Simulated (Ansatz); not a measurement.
Gas-phase electronic energies from Ansatz, PBE0-D4/def2-TZVP geometries. CBS: MP2 limit from def2 TZ/QZ plus the TZ coupled-cluster correction, frozen cores. This one scheme is used for every species. Functionals use def2-TZVPP. B3LYP here is the variant with VWN-RPA as its local correlation; programs differ in this. HSE06 is defined as in plane-wave codes. For Ge outer-core shells are correlated without core-valence functions, which leaves a few kJ/mol of doubt a bond. Scalar relativity is left out up to krypton. Each species was taken in one conformer, which may not be the lowest.

Reaction (ligand exchange at a Ge–F bond): `[F][GeH3]` + `NCS` → `NC[S][GeH3]` + H–F

```json
{"level": "LDA (SPW92)", "ΔE (kJ/mol)": "-11.9", "difference from CCSD(T)/CBS": "-4.2"}
{"level": "revPBE-D4", "ΔE (kJ/mol)": "-9.9", "difference from CCSD(T)/CBS": "-2.2"}
{"level": "BLYP-D4", "ΔE (kJ/mol)": "3.5", "difference from CCSD(T)/CBS": "11.2"}
{"level": "r2SCAN-D4", "ΔE (kJ/mol)": "0.5", "difference from CCSD(T)/CBS": "8.2"}
{"level": "PBE0-D4", "ΔE (kJ/mol)": "-9.1", "difference from CCSD(T)/CBS": "-1.4"}
{"level": "B3LYP-D4", "ΔE (kJ/mol)": "2.2", "difference from CCSD(T)/CBS": "9.9"}
{"level": "r2SCANh-D4", "ΔE (kJ/mol)": "-1.2", "difference from CCSD(T)/CBS": "6.5"}
{"level": "r2SCAN0-D4", "ΔE (kJ/mol)": "-3.5", "difference from CCSD(T)/CBS": "4.2"}
{"level": "HSE06-D4", "ΔE (kJ/mol)": "-9.3", "difference from CCSD(T)/CBS": "-1.6"}
{"level": "BHLYP-D4", "ΔE (kJ/mol)": "3.1", "difference from CCSD(T)/CBS": "10.8"}
{"level": "CAM-B3LYP-D4", "ΔE (kJ/mol)": "9.7", "difference from CCSD(T)/CBS": "17.4"}
{"level": "ωB97X-V", "ΔE (kJ/mol)": "5.6", "difference from CCSD(T)/CBS": "13.3"}
{"level": "ωB97M-V", "ΔE (kJ/mol)": "1.0", "difference from CCSD(T)/CBS": "8.7"}
{"level": "B2PLYP", "ΔE (kJ/mol)": "7.9", "difference from CCSD(T)/CBS": "15.6"}
{"level": "PBE-QIDH", "ΔE (kJ/mol)": "-6.5", "difference from CCSD(T)/CBS": "1.2"}
{"level": "PBE", "ΔE (kJ/mol)": "0.8", "difference from CCSD(T)/CBS": "8.5"}
{"level": "revPBE", "ΔE (kJ/mol)": "6.1", "difference from CCSD(T)/CBS": "13.8"}
{"level": "BLYP", "ΔE (kJ/mol)": "19.7", "difference from CCSD(T)/CBS": "27.4"}
{"level": "r2SCAN", "ΔE (kJ/mol)": "2.6", "difference from CCSD(T)/CBS": "10.3"}
{"level": "PBE0", "ΔE (kJ/mol)": "-2.1", "difference from CCSD(T)/CBS": "5.6"}
{"level": "B3LYP", "ΔE (kJ/mol)": "15.2", "difference from CCSD(T)/CBS": "22.9"}
{"level": "r2SCAN0", "ΔE (kJ/mol)": "-1.0", "difference from CCSD(T)/CBS": "6.7"}
{"level": "HSE06", "ΔE (kJ/mol)": "-2.5", "difference from CCSD(T)/CBS": "5.2"}
{"level": "BHLYP", "ΔE (kJ/mol)": "15.2", "difference from CCSD(T)/CBS": "22.9"}
{"level": "LC-ωPBE", "ΔE (kJ/mol)": "6.5", "difference from CCSD(T)/CBS": "14.2"}
{"level": "RPA@PBE/def2-TZVPP", "ΔE (kJ/mol)": "2.4", "difference from CCSD(T)/CBS": "10.1"}
{"level": "HF/def2-SVP", "ΔE (kJ/mol)": "21.3", "difference from CCSD(T)/CBS": "29.0"}
{"level": "MP2/def2-SVP", "ΔE (kJ/mol)": "1.5", "difference from CCSD(T)/CBS": "9.2"}
{"level": "CCSD/def2-SVP", "ΔE (kJ/mol)": "8.4", "difference from CCSD(T)/CBS": "16.1"}
{"level": "CCSD(T)/def2-SVP", "ΔE (kJ/mol)": "5.6", "difference from CCSD(T)/CBS": "13.3"}
{"level": "HF/def2-TZVPP", "ΔE (kJ/mol)": "24.9", "difference from CCSD(T)/CBS": "32.6"}
{"level": "MP2/def2-TZVPP", "ΔE (kJ/mol)": "-9.9", "difference from CCSD(T)/CBS": "-2.2"}
{"level": "SCS-MP2/def2-TZVPP", "ΔE (kJ/mol)": "1.5", "difference from CCSD(T)/CBS": "9.2"}
{"level": "CCSD/def2-TZVPP", "ΔE (kJ/mol)": "0.6", "difference from CCSD(T)/CBS": "8.3"}
{"level": "CCSD(T)/def2-TZVPP", "ΔE (kJ/mol)": "-3.6", "difference from CCSD(T)/CBS": "4.1"}
{"level": "HF/def2-QZVPP", "ΔE (kJ/mol)": "28.7", "difference from CCSD(T)/CBS": "36.4"}
{"level": "MP2/def2-QZVPP", "ΔE (kJ/mol)": "-10.9", "difference from CCSD(T)/CBS": "-3.2"}
{"level": "SCS-MP2/def2-QZVPP", "ΔE (kJ/mol)": "0.8", "difference from CCSD(T)/CBS": "8.5"}
{"level": "HF/CBS(def2)", "ΔE (kJ/mol)": "29.2", "difference from CCSD(T)/CBS": "36.9"}
{"level": "CCSD/CBS(def2)", "ΔE (kJ/mol)": "-3.5", "difference from CCSD(T)/CBS": "4.2"}
{"level": "CCSD(T)/CBS", "ΔE (kJ/mol)": "-7.7", "difference from CCSD(T)/CBS": "0"}
```

Largest T1 diagnostic among the species: 0.012.

From BLYP to BHLYP (50 % exact exchange), in def2-TZVPP and without D4, ΔE moves by −4.5 kJ/mol. At CCSD(T), def2-SVP lies +13.3 kJ/mol from the extrapolated value and def2-TZVPP +4.1 kJ/mol.
